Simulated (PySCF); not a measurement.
Species: C₇H₅NSe.
Cartesian coordinates in Å at the PBE0-D3(BJ)/def2-SVP level; atoms count from 1:
```xyz
14
C7H5NSe angstrom
N      3.833    0.305    1.744
C      3.257   -0.050    0.799
Se     2.410   -0.623   -0.727
C      0.608   -0.256   -0.157
C     -0.158   -1.283    0.396
C     -1.475   -1.025    0.773
C     -2.016    0.247    0.598
C     -1.245    1.267    0.042
C      0.071    1.019   -0.343
H      0.277   -2.275    0.536
H     -2.078   -1.824    1.210
H     -3.048    0.446    0.897
H     -1.669    2.265   -0.096
H      0.682    1.811   -0.780
```

Computed, not measured: PySCF, PBE0-D3(BJ)/def2-SVP geometry optimisation, gas phase.

Masses are those of the commonest isotopes; rigid-rotor values at the optimised geometry. The values belong to one conformer with, in the numbering `[N:1]#[C:2][Se:3][c:4]1[cH:5][cH:6][cH:7][cH:8][cH:9]1`, C2–Se3–C4–C5 -96°.

Q: What are A, B and C (cm⁻¹)?

A: Ia = 204.74, Ib = 722.11, Ic = 753.90 u·Å²; 505379 MHz·u·Å²/I gives 2468, 699.9 and 670.4 MHz, that is A = 0.08234, B = 0.02335, C = 0.02236 cm⁻¹.

Q: What kind of rotor is it?

A: A near-prolate asymmetric top: κ = (2 × 699.9 − 2468 − 670.4)/(2468 − 670.4) = -0.97.

Q: What does the inertial defect say?

A: Not planar: Δ = Ic − Ia − Ib = -172.95 u·Å². For a rigid frame Δ = −2 Σ m c², so Σ m c² = 86.47 u·Å² lies off the ab plane: 16.68 from hydrogen and 69.80 from heavier atoms. The atom farthest from that plane is 2.11 Å away.

Q: Which lines would a microwave search look for?

A: The dipole components are |μa| = 3.81 D, |μb| = 2.55 D, |μc| = 0.68 D. The squared components, which scale the intensities, stand as 1.00 : 0.45 : 0.03 (a : b : c). Some lines, for components of 0.1 D or more:

| type | branch | J(Ka,Kc) | MHz | lower level (cm⁻¹) |
| --- | --- | --- | --- | --- |
| c | Q | 2(1,2) ← 2(0,2) | 1739 | 0.137 |
| c | Q | 1(1,1) ← 1(0,1) | 1769 | 0.046 |
| b | Q | 1(1,0) ← 1(0,1) | 1798 | 0.046 |
| b | Q | 3(1,2) ← 3(0,3) | 1873 | 0.274 |
| b | R | 3(0,3) ← 2(1,2) | 2370 | 0.195 |
| a | R | 2(0,2) ← 1(0,1) | 2740 | 0.046 |
| a | R | 2(1,1) ← 1(1,0) | 2770 | 0.106 |
| b | R | 1(1,1) ← 0(0,0) | 3139 | 0.000 |
| a | R | 3(2,2) ← 2(2,1) | 4111 | 0.375 |
| b | R | 2(1,2) ← 1(0,1) | 4480 | 0.046 |
| c | Q | 3(2,2) ← 3(1,2) | 5262 | 0.337 |
| b | Q | 3(2,1) ← 3(1,2) | 5264 | 0.337 |
| c | Q | 2(2,1) ← 2(1,1) | 5306 | 0.198 |
| b | Q | 2(2,0) ← 2(1,1) | 5306 | 0.198 |
| b | Q | 2(2,1) ← 2(1,2) | 5394 | 0.195 |
| b | Q | 3(2,2) ← 3(1,3) | 5439 | 0.331 |
| b | R | 3(1,3) ← 2(0,2) | 5806 | 0.137 |
| c | R | 3(1,2) ← 2(0,2) | 5983 | 0.137 |
| b | R | 2(2,1) ← 1(1,0) | 8076 | 0.106 |
| b | R | 2(2,0) ← 1(1,1) | 8106 | 0.105 |
| b | Q | 3(3,0) ← 3(2,1) | 8915 | 0.512 |
| b | Q | 3(3,1) ← 3(2,2) | 8917 | 0.512 |
| b | R | 3(2,2) ← 2(1,1) | 9416 | 0.198 |
| c | R | 3(2,1) ← 2(1,1) | 9418 | 0.198 |
| c | R | 3(2,2) ← 2(1,2) | 9505 | 0.195 |
| b | R | 3(3,1) ← 2(2,0) | 13027 | 0.375 |
| c | R | 3(3,0) ← 2(2,0) | 13027 | 0.375 |
| b | R | 3(3,0) ← 2(2,1) | 13028 | 0.375 |

Whether it is a minimum is left open (no frequencies). Zero-point vibration and centrifugal distortion are left out. Quadrupole hyperfine structure (14N) is left out.
